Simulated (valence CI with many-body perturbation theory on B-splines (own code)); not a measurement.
**Sb⁴³⁺: electric-dipole lines**

Level of theory: configuration interaction combined with many-body perturbation theory (CI+MBPT): six valence electrons over a frozen Dirac-Fock core [He], a basis of 9 s, 9 p, 8 d, 6 f, 3 g, 1 h functions for each j, with the one-electron correlation potential Σ1 (screened to all orders), the two-electron term Σ2, the three-electron term Σ3, Breit, model QED; selected single and double excitations, second order for the rest, scaled by the run's own slope (own B-spline code, finite nucleus).

No measured spectrum was set against this ion. As an estimate, large intervals hold to a few tenths of a per cent, small ones and those within an open d or f shell to about a per cent. Among the levels kept, up to 2500 cm⁻¹ of a level comes from second order outside the variational space, and about a tenth of that is noise between levels of different J, which matters for small intervals.

Lines 51 to 100 of 244 in falling wavelength, among levels below 36008 × 10³ cm⁻¹, chosen from the strongest by gf and those to the six lowest levels. Wavelengths and rates use the calculated energies. Electric multipoles are in the length gauge with retardation, E1 and E2 with the static RPA response of the core. Weak lines are less certain than strong ones. Lines between different terms over intervals too small for the method are left out, as are lines whose strength nearly cancels. The highest levels of a list are the least certain.

Levels are named by their leading jj configuration (3d3/2^4 stands for four electrons in 3d with j = 3/2), which in mixed levels can hold well under half, so a name can repeat and another be missing. Letters in brackets count levels of one name in rising energy.

```csv
λ vac (Å),Upper,Lower,A (s⁻¹),log gf,Branch %
87.75,(2s^2 2p1/2 2p3/2^2 3d3/2) J=3 [a],(2s^2 2p1/2 2p3/2^2 3p1/2) J=3,5.24e+09,-1.37,0.0
87.59,(2s^2 2p1/2 2p3/2^2 3d3/2) J=3 [b],(2s^2 2p1/2 2p3/2^2 3p1/2) J=2 [b],1.85e+10,-0.83,0.0
87.05,(2s^2 2p1/2 2p3/2^2 3d5/2) J=1 [a],(2s^2 2p1/2 2p3/2^2 3p1/2) J=2 [b],1.24e+10,-1.37,0.0
86.28,(2s^2 2p1/2 2p3/2^2 3p3/2) J=3 [a],(2s^2 2p1/2 2p3/2^2 3s) J=2 [a],5.54e+10,-0.36,15.2
86.11,(2s^2 2p1/2 2p3/2^2 3p1/2) J=0,(2s^2 2p1/2 2p3/2^2 3s) J=1 [a],3.36e+10,-1.43,8.8
85.76,(2s^2 2p1/2^2 2p3/2 3p3/2) J=3,(2s^2 2p1/2^2 2p3/2 3s) J=2,7.44e+10,-0.24,35.5
85.68,(2s^2 2p1/2^2 2p3/2 3p3/2) J=1,(2s^2 2p1/2^2 2p3/2 3s) J=2,1.45e+10,-1.32,5.5
85.26,(2s^2 2p1/2 2p3/2^2 3p3/2) J=1 [c],(2s^2 2p1/2 2p3/2^2 3s) J=1 [b],1.88e+10,-1.21,1.3
85.15,(2s^2 2p1/2 2p3/2^2 3p3/2) J=2 [a],(2s^2 2p1/2 2p3/2^2 3s) J=2 [a],2.71e+10,-0.83,5.9
83.52,(2s^2 2p1/2 2p3/2^2 3p3/2) J=1 [c],(2s^2 2p1/2 2p3/2^2 3s) J=0,4.56e+10,-0.84,3.2
83.22,(2s^2 2p1/2 2p3/2^2 3p3/2) J=3 [b],(2s^2 2p1/2^2 2p3/2 3d5/2) J=3,1.35e+10,-1.01,4.2
82.74,(2s^2 2p1/2^2 2p3/2 3d3/2) J=2,(2s^2 2p1/2^2 2p3/2 3p1/2) J=2,2.71e+10,-0.86,0.2
82.73,(2s^2 2p1/2 2p3/2^2 3p3/2) J=2 [c],(2s^2 2p1/2 2p3/2^2 3s) J=1 [b],6.46e+10,-0.48,3.7
82.31,(2s^2 2p1/2 2p3/2^2 3d5/2) J=2,(2s^2 2p1/2 2p3/2^2 3p1/2) J=1 [b],1.31e+10,-1.18,0.0
82.25,(2s^2 2p1/2 2p3/2^2 3d3/2) J=2 [a],(2s^2 2p1/2 2p3/2^2 3p1/2) J=2 [a],2.89e+10,-0.83,0.1
82.16,(2s^2 2p1/2 2p3/2^2 3p3/2) J=4,(2s^2 2p1/2^2 2p3/2 3d5/2) J=3,3.02e+10,-0.56,13.1
82.11,(2s^2 2p1/2 2p3/2^2 3p3/2) J=1 [a],(2s^2 2p1/2 2p3/2^2 3s) J=1 [a],3.31e+10,-1.00,12.7
81.75,(2s^2 2p1/2 2p3/2^2 3d3/2) J=1 [b],(2s^2 2p1/2 2p3/2^2 3p1/2) J=2 [b],2.60e+10,-1.11,0.0
81.75,(2s^2 2p1/2^2 2p3/2 3d3/2) J=2,(2s^2 2p1/2^2 2p3/2 3p1/2) J=1,3.00e+10,-0.82,0.2
80.60,(2s^2 2p1/2 2p3/2^2 3p3/2) J=1 [b],(2s^2 2p1/2 2p3/2^2 3s) J=2 [b],3.21e+10,-1.03,2.0
80.13,(2s^2 2p1/2^2 2p3/2 3d3/2) J=3,(2s^2 2p1/2^2 2p3/2 3p1/2) J=2,5.85e+10,-0.40,21.2
79.87,(2s^2 2p1/2 2p3/2^2 3d3/2) J=4,(2s^2 2p1/2 2p3/2^2 3p1/2) J=3,5.93e+10,-0.29,94.6
79.71,(2s^2 2p1/2^2 2p3/2 3p3/2) J=2,(2s^2 2p1/2^2 2p3/2 3s) J=1,5.37e+10,-0.59,24.7
79.52,(2s^2 2p1/2 2p3/2^2 3d3/2) J=3 [a],(2s^2 2p1/2 2p3/2^2 3p1/2) J=2 [a],5.08e+10,-0.47,0.1
79.37,(2s^2 2p1/2 2p3/2^2 3d3/2) J=1 [a],(2s^2 2p1/2 2p3/2^2 3p1/2) J=1 [a],5.10e+10,-0.84,0.1
79.15,(2s^2 2p1/2 2p3/2^2 3d3/2) J=2 [c],(2s^2 2p1/2 2p3/2^2 3p1/2) J=1 [b],3.10e+10,-0.84,0.0
78.89,(2s^2 2p1/2^2 2p3/2 3d3/2) J=1,(2s^2 2p1/2^2 2p3/2 3p1/2) J=2,1.29e+10,-1.44,0.0
78.65,(2s^2 2p1/2 2p3/2^2 3d3/2) J=2 [a],(2s^2 2p1/2 2p3/2^2 3p1/2) J=1 [a],2.85e+10,-0.88,0.1
78.43,(2s^2 2p1/2 2p3/2^2 3d3/2) J=0,(2s^2 2p1/2 2p3/2^2 3p1/2) J=1 [a],6.41e+10,-1.23,0.1
77.99,(2s^2 2p1/2^2 2p3/2 3d3/2) J=1,(2s^2 2p1/2^2 2p3/2 3p1/2) J=1,5.35e+10,-0.83,0.1
77.61,(2s^2 2p1/2^2 2p3/2 3d3/2) J=0,(2s^2 2p1/2^2 2p3/2 3p1/2) J=1,6.70e+10,-1.22,33.1
76.63,(2s^2 2p1/2^2 2p3/2 3p3/2) J=2,(2s^2 2p1/2^2 2p3/2 3s) J=2,4.70e+10,-0.68,21.6
76.38,(2s^2 2p1/2 2p3/2^2 3d3/2) J=2 [b],(2s^2 2p1/2 2p3/2^2 3p1/2) J=3,1.15e+10,-1.30,0.0
76.18,(2s^2 2p1/2 2p3/2^2 3d3/2) J=3 [b],(2s^2 2p1/2 2p3/2^2 3p1/2) J=3,2.55e+10,-0.81,0.0
75.58,(2s^2 2p1/2 2p3/2^2 3p3/2) J=2 [b],(2s^2 2p1/2 2p3/2^2 3s) J=2 [b],5.97e+10,-0.59,2.7
74.88,(2s^2 2p1/2 2p3/2^2 3p3/2) J=2 [b],(2s^2 2p1/2 2p3/2^2 3s) J=3,1.10e+10,-1.34,0.5
74.13,(2s 2p1/2^2 2p3/2^2 3p1/2) J=2,(2s^2 2p1/2 2p3/2^2 3p1/2) J=2 [b],1.10e+10,-1.34,0.1
72.69,(2s 2p1/2^2 2p3/2^2 3p1/2) J=3,(2s^2 2p1/2 2p3/2^2 3p1/2) J=2 [b],9.92e+09,-1.26,0.0
72.33,(2s^2 2p1/2^2 2p3/2 3p3/2) J=0,(2s^2 2p1/2^2 2p3/2 3s) J=1,1.35e+11,-0.97,17.1
72.12,(2s^2 2p1/2 2p3/2^2 3p3/2) J=1 [b],(2s^2 2p1/2 2p3/2^2 3s) J=1 [a],5.08e+10,-0.93,3.2
70.38,(2s^2 2p1/2 2p3/2^2 3p3/2) J=2 [c],(2s^2 2p1/2 2p3/2^2 3s) J=2 [b],2.06e+10,-1.12,1.2
67.67,(2s 2p1/2^2 2p3/2^2 3s) J=3,(2s^2 2p1/2 2p3/2^2 3s) J=3,9.24e+09,-1.35,0.2
64.65,(2s 2p1/2^2 2p3/2^2 3p1/2) J=3,(2s^2 2p1/2 2p3/2^2 3p1/2) J=3,1.01e+10,-1.36,0.0
62.25,(2s 2p1/2^2 2p3/2^2 3s) J=2 [a],(2s^2 2p1/2 2p3/2^2 3s) J=2 [b],2.87e+10,-1.08,0.1
60.07,(2s 2p1/2^2 2p3/2^2 3p1/2) J=3,(2s^2 2p1/2 2p3/2^2 3p1/2) J=2 [a],1.97e+10,-1.13,0.0
59.52,(2s 2p1/2^2 2p3/2^2 3s) J=3,(2s^2 2p1/2 2p3/2^2 3s) J=2 [a],3.19e+10,-0.93,0.6
59.04,(2s 2p1/2^2 2p3/2^2 3p1/2) J=2,(2s^2 2p1/2 2p3/2^2 3p1/2) J=1 [a],2.37e+10,-1.21,0.2
57.07,(2s 2p1/2^2 2p3/2^2 3s) J=2 [a],(2s^2 2p1/2 2p3/2^2 3s) J=1 [a],1.48e+10,-1.44,0.0
56.31,(2s 2p1/2^2 2p3/2^2 3s) J=1 [a],(2s^2 2p1/2 2p3/2^2 3s) J=1 [b],2.94e+10,-1.38,0.2
55.06,(2s 2p1/2^2 2p3/2^3) J=2,(2s^2 2p1/2 2p3/2^3) J=2,1.77e+10,-1.40,3.2
```

Problem. How does gf follow from A for the line at 57.07 Å?

Solution. gf = 1.4992 × (2J+1)_upper × A / σ², with σ = 1752343 cm⁻¹ and 2J+1 = 5: gf = 0.0362.
